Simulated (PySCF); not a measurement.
SiHBr3, SMILES [SiH](Br)(Br)Br.

Geometry: ωB97X-D3(BJ)/def2-SVP.

Method: PBE/def2-TZVP run with PySCF.

Isolated molecule, no solvent.

```json
{
 "total_energy": "-8011.40503 hartree",
 "point_group": "C3v",
 "highest_occupied_level": "-7.29 eV",
 "lowest_empty_level": "-1.90 eV",
 "orbital_gap": "5.39 eV",
 "dipole_moment": "0.58 D",
 "quadrupole, principal values (traceless, Buckingham form, about the centre of nuclear charge)": "-0.45, -0.45, 0.90 D·Å",
 "mean_static_polarisability": "84.0 bohr³ (12.44 Å³)",
 "polarisability_principal_values": "66.2, 92.9, 92.9 bohr³"
}
```
